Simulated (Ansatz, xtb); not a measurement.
O2SSi: 5 structures ranked

5 gas-phase structures of O2SSi, found in a search over its isomers (lower ones may exist). Each was relaxed with GFN2-xTB:

A. a singlet given by its coordinates
B. `O=[Si]=[O+][S-]`, a singlet
C. a singlet given by its coordinates
D. `O1[Si]OS1`, a singlet
E. `O=[Si]1OS1`, a singlet

A (Å):

```yaml
atoms:
  - { symbol: O, position_ang: [1.4841, -0.1827, -1.1183] }
  - { symbol: O, position_ang: [0.5237, 1.5349, 0.6679] }
  - { symbol: S, position_ang: [0.1566, 0.9012, -0.5940] }
  - { symbol: Si, position_ang: [0.6489, -1.2964, -0.2771] }
```

Close contacts (Å): O1–S3 1.79, O1–Si4 1.63, O2–S3 1.46, S3–Si4 2.27.

C (Å):

```xyz
4

O    -2.1490   -0.5374    0.9822
O     1.2912    0.1691   -1.1073
S     0.6553    1.2651   -0.3195
Si   -1.0368    0.3665    0.5284
```

Close contacts (Å): O1–Si4 1.50, O2–S3 1.49, S3–Si4 2.10.

**Question.** Make a reasoned guess at their ranking by r2SCAN-D4/def2-SVP single-point energy.

**Answer.** Calculated order at r2SCAN-D4/def2-SVP: E (0.0), D (6.5), A (29.3), C (45.1), B (46.9) kcal/mol.

Energies above the lowest of each column, in kcal/mol; the last columns are at PBE0-D3(BJ)/def2-SVP geometries and were run for some of them only (a dash: not run or not comparable):

| structure | GFN2-xTB | HF/STO-3G | r2SCAN-D4/def2-SVP | PBE0-D3(BJ)/def2-SVP | CCSD(T)/def2-TZVPP |
| --- | --- | --- | --- | --- | --- |
| E | 0.0 | 71.7 | 0.0 | 0.0 | 0.0 |
| D | 26.7 | 0.0 | 6.5 | 2.1 | 5.4 |
| A | 39.3 | 117.6 | 29.3 | 27.4 | 27.8 |
| C | 25.6 | 139.9 | 45.1 | – | – |
| B | 17.5 | 128.2 | 46.9 | – | – |

CCSD(T)/def2-TZVPP puts E lowest of those it was run on; HF/STO-3G picks D. Frequencies (PBE0-D3(BJ)/def2-SVP) were run for A, D, E alone. Large T1 diagnostics make some coupled-cluster values less sure.

Over these structures GFN2-xTB departs from r2SCAN-D4/def2-SVP by 16.6 kcal/mol on average once a common shift is removed. A GFN2-xTB relaxation took about 0.32 s and the r2SCAN-D4/def2-SVP energy about 3.3 s on a shared host (Ansatz 0.2.0, xtb 6.7.1).
